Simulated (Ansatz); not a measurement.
Cost and result for the atomization energy of `C[O][In]([SH])[O]C` (13 atoms, 12 bonds).

```xyz
13

C    -1.603    1.652   -1.575
O    -0.807    0.585   -2.037
In    0.236   -0.519   -0.789
S     1.499   -2.397   -1.465
O     0.168    0.107    1.090
C     0.874   -0.539    2.115
H    -2.574    1.302   -1.202
H    -1.791    2.327   -2.417
H    -1.129    2.234   -0.776
H     1.923   -2.624   -0.210
H     0.718    0.016    3.046
H     1.957   -0.575    1.934
H     0.528   -1.569    2.286
```

Total charge 0; spin multiplicity 1. Correlated methods include outer-core shells of In, which these sets cover unevenly. In: def2 effective core potential. Geometry: relaxed with PBE0-D4/def2-TZVP. It is one conformer, not always the lowest. Program: Ansatz. All runs use 2 threads of an AMD EPYC 7R13 on a shared host and a share of an NVIDIA H100 80 GB. Times are those of one run each, without the atoms' runs, and a repeat can differ threefold. Electronic energies, without spin–orbit coupling; frozen cores. CCSD(T)/CBS adds CCSD(T) − MP2 in def2-TZVPP to the MP2 limit, and its time is that of the two runs behind it. T1 = 0.016. With those shells the extrapolation isn't a true limit. B3LYP takes the VWN-RPA correlation (the form of Gaussian; ORCA's B3LYP/G).

CCSD(T)/CBS is a level of theory with its own doubt, some kJ/mol a heavy atom from the limit and from the frozen cores, so smaller differences don't rank the functionals.

```tsv
level	functions	wall time
CCSD(T)/def2-SVP	135	2.4 s
revPBE-D4/def2-TZVPP	314	2.6 s
LDA (SPW92)/def2-TZVPP	314	2.7 s
BHLYP-D4/def2-TZVPP	314	2.8 s
B3LYP-D4/def2-TZVPP (with forces)	314	2.8 s
CAM-B3LYP-D4/def2-TZVPP	314	3.1 s
B2PLYP/def2-TZVPP	314	3.3 s
PBE-QIDH/def2-TZVPP	314	3.5 s
ωB97X-V/def2-TZVPP	314	3.6 s
r2SCANh-D4/def2-TZVPP	314	4.1 s
MP2/def2-QZVPP	590	4.4 s
CCSD(T)/def2-TZVPP	314	7.5 s
CCSD(T)/CBS(def2)	–	12 s
```

Question: What atomization energy does each give, and how far from CCSD(T)/CBS? (Estimate.)

Answer: Ansatz gave: 
| level | atomization (kcal/mol) | difference from CCSD(T)/CBS | per bond |
| --- | --- | --- | --- |
| CCSD(T)/def2-SVP | 1010.9 | -71.1 | -5.9 |
| revPBE-D4/def2-TZVPP | 1066.6 | -15.4 | -1.3 |
| LDA (SPW92)/def2-TZVPP | 1246.7 | 164.7 | 13.7 |
| BHLYP-D4/def2-TZVPP | 1032.3 | -49.7 | -4.1 |
| B3LYP-D4/def2-TZVPP (with forces) | 1069.5 | -12.5 | -1.0 |
| CAM-B3LYP-D4/def2-TZVPP | 1076.9 | -5.1 | -0.4 |
| B2PLYP/def2-TZVPP | 1060.7 | -21.3 | -1.8 |
| PBE-QIDH/def2-TZVPP | 1064.9 | -17.1 | -1.4 |
| ωB97X-V/def2-TZVPP | 1080.5 | -1.5 | -0.1 |
| r2SCANh-D4/def2-TZVPP | 1069.7 | -12.3 | -1.0 |
| MP2/def2-QZVPP | 1087.1 | 5.1 | 0.4 |
| CCSD(T)/def2-TZVPP | 1049.2 | -32.8 | -2.7 |
| CCSD(T)/CBS(def2) | 1082.0 | 0.0 | 0.0 |

Leaving LDA and LC-ωPBE aside and taking each functional with its dispersion term where it has one, the values, not all of them listed here, spread over 65.8 kcal/mol, from BHLYP-D4 to PBE-D4. LDA lies +155.0 kcal/mol from PBE without D4, its usual overbinding. From BLYP to BHLYP (50 % exact exchange), in def2-TZVPP and without D4, the atomization energy moves by −34.8 kcal/mol: exact exchange takes away binding that semilocal exchange gives to molecules. The D4 term adds +10.1 kcal/mol with B3LYP and +5.5 kcal/mol with PBE0; it sums over pairs of atoms, weighted by their polarisabilities, and B3LYP, whose exchange is more repulsive, gets the larger term.

Spin–orbit coupling would lower the free In atoms strongly, and the atomization energy with them, by more than many differences here.
